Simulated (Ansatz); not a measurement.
`B[SiH2]CF` + H₂S → `FC[SiH2]S` + BH₃ at 600 K and 1 bar (cleavage of the Si–B bond).

Computed with Ansatz on PBE0-D4/def2-TZVP structures; ΔE is electronic, products minus reactants. CBS: MP2 limit from def2 TZ/QZ plus the TZ coupled-cluster correction, frozen cores. This one scheme is used for every species. One conformer a species, not always the lowest.

| species | CCSD(T)/CBS energy (Eh) | H − E (kJ/mol) | S (J/(mol·K)) |
| --- | --- | --- | --- |
| `B[SiH2]CF` | -455.26817 | 232.1 | 425.8 |
| H₂S | -398.97279 | 60.8 | 230.9 |
| `FC[SiH2]S` | -827.71878 | 203.3 | 414.4 |
| BH₃ | -26.55200 | 91.5 | 217.3 |

H − E and S are ideal-gas, rigid-rotor, harmonic terms from PBE0-D4/def2-TZVP, for one conformer and one mirror image of each species. 1 Eh = 2625.50 kJ/mol, R = 8.31446 J/(mol·K).

Question: By hand: ΔE, ΔH, ΔS and ΔG.

Answer: ΔE = (-827.71878) + (-26.55200) − (-455.26817) − (-398.97279) = -0.02982 Eh = -78.3 kJ/mol. Δ(H − E) = 203.3 + 91.5 − 232.1 − 60.8 = 1.9, so ΔH = -76.4 kJ/mol. ΔS = 414.4 + 217.3 − 425.8 − 230.9 = -25.0 J/(mol·K). ΔG = -76.4 − 600 × (-25.0)/1000 = -61.4 kJ/mol.

Question: By hand: the equilibrium constant, and the temperature at which ΔG would vanish if ΔH and ΔS stayed fixed.

Answer: log₁₀ K = −ΔG/(RT ln 10) = 5.3. ΔG = 0 at ΔH/ΔS = 3056 K, far beyond where these terms or the molecules hold.

ΔH outweighs TΔS. A doubt of 5 kJ/mol in ΔE shifts log₁₀ K by 0.4 here. Other conformers and mirror images would add mixing entropy, several J/(mol·K) or more a flexible species. Modes under 60 cm⁻¹, often nearly free rotors, make the harmonic entropy too high. These are equilibria of isolated gas molecules and say nothing of rates. Largest T1 diagnostic: 0.012 (customary marks: 0.02 for closed shells, 0.045 for open ones).
